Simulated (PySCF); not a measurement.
I2Pb, singlet, geometry from GFN2-xTB of the parent state (such geometries of metal compounds can be far from the true shape) (core potentials on I, Pb); PySCF with B3LYP/def2-SVP.

PySCF was given this input:
```python
from pyscf import gto, scf, dft

mol = gto.Mole()
mol.atom = '''
    Pb   -0.00854515   -0.00723813    0.96510244
    I     1.16675138   -2.05197763   -0.75174815
    I    -1.15353057    2.06317624   -0.74142921
'''
mol.basis = 'def2-svp'
mol.ecp = {'I': 'def2-svp', 'Pb': 'def2-svp'}
mol.verbose = 4
mol.build()

mf = dft.RKS(mol)
mf.xc = 'b3lyp'
mf.kernel()
```

The log (banner, timings and long lists left out):

```
PySCF version 2.14.0

[INPUT] verbose = 4
[INPUT] num. atoms = 3
[INPUT] num. electrons = 72
[INPUT] charge = 0
[INPUT] spin (= nelec alpha-beta = 2S) = 0
[INPUT] symmetry False subgroup None
[INPUT] Mole.unit = angstrom
[INPUT] Symbol           X                Y                Z      unit          X                Y                Z       unit  Magmom
[INPUT]  1 Pb    -0.008545150000  -0.007238130000   0.965102440000 AA   -0.016147993193  -0.013678083354   1.823779293749 Bohr   0.0
[INPUT]  2 I      1.166751380000  -2.051977630000  -0.751748150000 AA    2.204840563658  -3.877675734434  -1.420598118148 Bohr   0.0
[INPUT]  3 I     -1.153530570000   2.063176240000  -0.741429210000 AA   -2.179856853613   3.898838040310  -1.401098147653 Bohr   0.0

nuclear repulsion = 269.549704807124
number of shells = 30
number of NR pGTOs = 183
number of NR cGTOs = 78
basis = def2-svp
ecp = {'I': 'def2-svp', 'Pb': 'def2-svp'}

******** <class 'pyscf.dft.rks.RKS'> ********
method = RKS
initial guess = minao
damping factor = 0
level_shift factor = 0
DIIS = <class 'pyscf.scf.diis.CDIIS'>
diis_start_cycle = 1
diis_space = 8
diis_damp = 0
SCF conv_tol = 1e-09
SCF conv_tol_grad = None
SCF max_cycles = 50
direct_scf = True
direct_scf_tol = 1e-13
XC library pyscf.dft.libxc version 7.1.2
    S. Lehtola, C. Steigemann, M. J. T. Oliveira, and M. A. L. Marques,  SoftwareX 7, 1–5 (2018)
XC functionals = b3lyp
    P. J. Stephens, F. J. Devlin, C. F. Chabalowski, and M. J. Frisch,  J. Phys. Chem. 98, 11623 (1994)
radial grids:
    Treutler-Ahlrichs [JCP 102, 346 (1995); DOI:10.1063/1.469408] (M4) radial grids

becke partition: Becke, JCP 88, 2547 (1988); DOI:10.1063/1.454033
pruning grids: <function nwchem_prune>
grids dens level: 3
symmetrized grids: False
atomic radii adjust function: <function treutler_atomic_radii_adjust>
small_rho_cutoff = 0
Set gradient conv threshold to 3.16228e-05
Initial guess from minao.
tot grids = 67144
init E= -701.470808169762
  HOMO = -1.65241393388229  LUMO = -1.30881335595062  gap/eV = 9.34985
cycle= 1 E= -785.409338890653  delta_E= -83.9  |g|= 4.24  |ddm|= 17.7
  HOMO = 0.069877837373773  LUMO = 0.0758360869567389  gap/eV = 0.16213
cycle= 2 E= -784.192377269524  delta_E= 1.22  |g|= 3.76  |ddm|= 11.8
  HOMO = -0.225184606014735  LUMO = 0.00368378655083212  gap/eV = 6.22783
cycle= 3 E= -787.95655284591  delta_E= -3.76  |g|= 1.21  |ddm|= 7.04
  HOMO = -0.239263323690025  LUMO = -0.179830340369168  gap/eV = 1.61725
cycle= 4 E= -788.503195451624  delta_E= -0.547  |g|= 0.603  |ddm|= 3.51
  HOMO = -0.248301505094018  LUMO = -0.118157164292929  gap/eV = 3.54141
cycle= 5 E= -788.638545629252  delta_E= -0.135  |g|= 0.16  |ddm|= 1.14
  HOMO = -0.255874889772088  LUMO = -0.138023934085528  gap/eV = 3.20689
cycle= 6 E= -788.648370993979  delta_E= -0.00983  |g|= 0.0525  |ddm|= 0.335
  HOMO = -0.25566539141312  LUMO = -0.135164815836365  gap/eV = 3.27899
cycle= 7 E= -788.649435291392  delta_E= -0.00106  |g|= 0.00764  |ddm|= 0.0779
  HOMO = -0.255752958667866  LUMO = -0.134583826723849  gap/eV = 3.29718
cycle= 8 E= -788.649459757964  delta_E= -2.45e-05  |g|= 0.000817  |ddm|= 0.0121
  HOMO = -0.255747548475536  LUMO = -0.134496619917875  gap/eV = 3.29941
cycle= 9 E= -788.649459951686  delta_E= -1.94e-07  |g|= 0.000318  |ddm|= 0.00171
  HOMO = -0.255727194929011  LUMO = -0.134520963973394  gap/eV = 3.29819
cycle= 10 E= -788.64945999376  delta_E= -4.21e-08  |g|= 8.26e-05  |ddm|= 0.000539
  HOMO = -0.255724672965873  LUMO = -0.134532605088127  gap/eV = 3.29780
cycle= 11 E= -788.649459997248  delta_E= -3.49e-09  |g|= 1.36e-05  |ddm|= 0.000195
  HOMO = -0.255726280293837  LUMO = -0.134531495872939  gap/eV = 3.29788
cycle= 12 E= -788.649459997353  delta_E= -1.05e-10  |g|= 2.36e-06  |ddm|= 3.23e-05
  HOMO = -0.255725735344349  LUMO = -0.134531793182375  gap/eV = 3.29786
Extra cycle  E= -788.649459997352  delta_E= 4.55e-13  |g|= 4.19e-06  |ddm|= 1.24e-05
converged SCF energy = -788.649459997352
```
